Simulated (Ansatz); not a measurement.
A calculation with Ansatz (development build ahead of 0.2.0).

```yaml
crystal:
  periodic: [false, false, false]
  atoms:
    - { symbol: F, position_ang: [0.0, 0.0, 0.0] }
basis:
  gaussian: { orbitals: "6-31G" }
magnetization:
  initial_magnetization: 1
hamiltonian:
  xc: hf
correlation:
  method: ccsd_t
  frozen_orbitals: { F: 1 }
```

The input is written out in the form of the current development build from the run's settings. Correlation on restricted open-shell orbitals is semicanonical, with singles.

The run gave:

```json
{
 "Converged": "yes",
 "Reference energy": "-99.36022 hartree",
 "CCSD correlation energy": "-0.08576 hartree",
 "Triples correction": "-0.00045 hartree",
 "Total energy": "-99.44643 hartree",
 "Spin squared of the determinant": "0.750"
}
```
